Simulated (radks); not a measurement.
Results of a calculation; reference values are marked as such.
Q: Species: the gadolinium ion Gd2+. Configuration: [Kr] 4d10 4f7.5 5s2 5p5.5 5d1 (fractional occupations, a model configuration). Level of theory: Dirac Kohn-Sham, LDA (Slater exchange, Perdew-Wang correlation), spin-unpolarised, spherical densities, finite nucleus; open shells fill j = l - 1/2 first; Fermi nuclear charge, rms radius 5.1569 fm (a radial shooting solver on a logarithmic mesh with Libxc functionals). Some entries of the table are withheld. Estimate them.

orbital  occ.  eigenvalue (hartree)  <1/r> (bohr^-1)  <r> (bohr)
1s1/2       2             -1837.718            71.58         (1)
2s1/2       2             -303.6728            17.08     0.09281
2p1/2       2                   (2)            17.07     0.07748
2p3/2       4                   (3)            15.08     0.08432
3s1/2       2             -67.59965            6.223      0.2443
3p1/2       2             -61.00997            6.143      0.2338
3p3/2       4             -55.77237            5.639      0.2469
3d3/2       4             -44.33939            5.520      0.2188
3d5/2       6             -43.19689            5.394      0.2229
4s1/2       2             -13.92368            2.604      0.5536
4p1/2       2             -11.35913            2.498      0.5655
4p3/2       4             -10.19036            2.325      0.5955
4d3/2       4              -5.95614            2.106         (4)
4d5/2       6              -5.74540            2.063         (5)
5s1/2       2              -2.30933           0.9980       1.338
5p1/2       2              -1.60462              (6)       1.499
5p3/2     3.5              -1.44456              (7)       1.593
4f5/2       6              -0.77697              (8)      0.8779
4f7/2     1.5              -0.75003              (9)      0.8915
5d3/2       1              -0.56657           0.5446       2.357
6s1/2       0              -0.55554           0.3782       3.367
5d5/2       0              -0.55364           0.5328       2.404
6p1/2       0              -0.40792           0.3193       3.982
6p3/2       0              -0.38567           0.3045       4.173
6d3/2       0              -0.20792           0.2098        (10)
6d5/2       0              -0.20550           0.2075        (11)
5f5/2       0              -0.15607           0.1837       6.580
5f7/2       0              -0.15581           0.1836       6.598

A: 
(1) 1s1/2 <r> (bohr): 0.02192
(2) 2p1/2 eigenvalue (hartree): -288.5187
(3) 2p3/2 eigenvalue (hartree): -262.9757
(4) 4d3/2 <r> (bohr): 0.6319
(5) 4d5/2 <r> (bohr): 0.6426
(6) 5p1/2 <1/r> (bohr^-1): 0.8810
(7) 5p3/2 <1/r> (bohr^-1): 0.8202
(8) 4f5/2 <1/r> (bohr^-1): 1.509
(9) 4f7/2 <1/r> (bohr^-1): 1.490
(10) 6d3/2 <r> (bohr): 6.267
(11) 6d5/2 <r> (bohr): 6.341
